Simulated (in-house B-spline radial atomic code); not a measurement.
Values are calculated unless marked as measured or tabulated.
Softness against transferability: the 4s channel of As

As, [Ar] 3d10 4s2 4p3, non-relativistic LDA (VWN5), spherical and spin-unpolarised, from a B-spline radial code for spherical atoms (atomic units). The all-electron 4s level is ε = -0.523669 hartree, its outermost node lies just inside 0.76 bohr and its outer maximum at 1.64 bohr.

Troullier-Martins pseudo-orbitals are made for several radii. The cutoffs (hartree) are the plane-wave energies beyond which the orbital holds less than the named kinetic energy per electron. The phase error is the difference, pseudo minus all-electron, of arctan(R P'/P) at R = 2.59 bohr for all radii, half a hartree below and above the level.

```
r_c (bohr)  V_l(0) (hartree)  cutoff for 10 mEh  for 1 mEh  for 0.1 mEh  phase error at ε − 0.5 (mrad)  at ε + 0.5 (mrad)
      1.23             -6.20                 20       43.8          107                           -1.5               -3.6
      1.42              1.58               6.62       19.5         40.1                           -0.9               -1.7
      1.64              3.05               6.62       18.2         32.3                           -0.8               -1.5
      1.85              1.91                6.2       16.6         29.5                           -1.1               -2.3
      2.06              0.85               5.38       13.9           20                           -2.3               -4.5
      2.29              0.10                4.5         11         15.5                           -4.9               -9.2
```

(1) Which radius needs the lowest cutoff for 0.1 mEh while both phase errors stay within 3.7 mrad?

(2) What does the larger radius buy, and what does it cost?

Results:

(1) The radii within that limit are 1.23, 1.42, 1.64, 1.85 bohr; of these r_c = 1.85 needs the least, 29.5 hartree, that is 59 Ry or 803 eV.

(2) From r_c = 1.23 to 2.29 bohr the cutoff for 1 mEh goes from 43.8 to 11 hartree, a factor of 3.98, against 3.47 for a pure 1/r_c² scaling, end to end; step by step it is 43.8, 19.5, 18.2, 16.6, 13.9, 11, and for 0.1 mEh 107, 40.1, 32.3, 29.5, 20, 15.5; the number of plane waves goes as the cutoff to the power 3/2, here a factor of 7.9. The larger of the two phase errors is least at r_c = 1.64 bohr, 1.5 mrad; it is 3.6 at the smallest radius and 9.2 at the largest. These errors test the reference atom alone. The smallest radius lies well inside the outer maximum, where the nodeless form must bend sharply to keep the norm, so it is both harder and scatters less well than the next. Large radii also let the cores of neighbours overlap, which an atom doesn't show.
